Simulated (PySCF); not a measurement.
A calculated (r2SCAN, PySCF 2.14, aug-cc-pwCVTZ, no relativity, point nucleus) atom or ion has these occupied shells.

```
shell  electrons  orbital energy (eV)  rms radius, mean of both spins (bohr)
   1s          2              -1553.3                                  0.140
   2s          2              -145.57                                  0.681
   2p          6              -105.73                                  0.670
```

(1) Name the element and its charge.

## Answers

(1) Al³⁺ (aluminium, charge +3), in [Ne], closed-shell 1S.
